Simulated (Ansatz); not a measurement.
Relaxation of C₂H₆FNSSi (12 atoms, charge 0, multiplicity 1), to a largest force component of 0.02 eV/Å in at most 40 steps.

Method: Ansatz 0.2.0, RKS BLYP/def2-SVP.

```xyz
12
Properties=species:S:1:pos:R:3:forces:R:3
F -1.151 1.678 0.276 -2.53 3.65 -2.47
C -0.494 0.900 1.080 0.72 -3.00 1.30
N -0.888 -0.467 0.723 6.14 0.25 0.94
C -0.279 -0.794 -0.614 -3.76 -0.45 0.36
Si 1.425 -0.231 -0.732 1.61 0.60 0.63
S 1.279 1.228 0.858 1.13 0.21 0.51
H -0.750 1.130 2.115 -0.16 0.07 0.73
H -1.835 -0.491 0.725 -4.30 -0.31 -0.22
H -0.427 -1.867 -0.733 0.17 -0.71 -0.38
H -0.959 -0.300 -1.347 0.49 -0.09 -0.61
H 2.393 -1.278 -0.323 0.30 -0.21 -0.21
H 1.764 0.435 -1.993 0.20 -0.01 -0.59
```

Question: Where does it end, and by what steps?

Answer: The forces met the threshold. After 8 steps the energy has fallen by 0.909 eV; F1 moved furthest, 0.25 Å.

```
step  energy less start (eV)  largest force component (eV/Å)  accepted
   0                  0.0000                           6.139       yes
   1                 -0.7444                           1.785       yes
   2                 -0.8732                           1.026       yes
   3                 -0.6020                           2.272        no
   4                 -0.9047                           0.291       yes
   5                 -0.9067                           0.128       yes
   6                 -0.9089                           0.048       yes
   7                 -0.9092                           0.029       yes
   8                 -0.9093                           0.008       yes
```

```xyz
12
Properties=species:S:1:pos:R:3
F -1.262 1.891 0.341
C -0.532 0.924 1.084
N -0.833 -0.409 0.698
C -0.367 -0.798 -0.647
Si 1.470 -0.226 -0.703
S 1.300 1.275 0.870
H -0.785 1.098 2.149
H -1.823 -0.630 0.869
H -0.456 -1.897 -0.771
H -0.933 -0.312 -1.477
H 2.444 -1.308 -0.342
H 1.854 0.337 -2.038
```

Whether the end is a true minimum wasn't checked by a vibrational analysis.

The run took 56 s on 2 threads of Arm Neoverse N1, with other jobs on the host, peak memory 0.19 GiB.
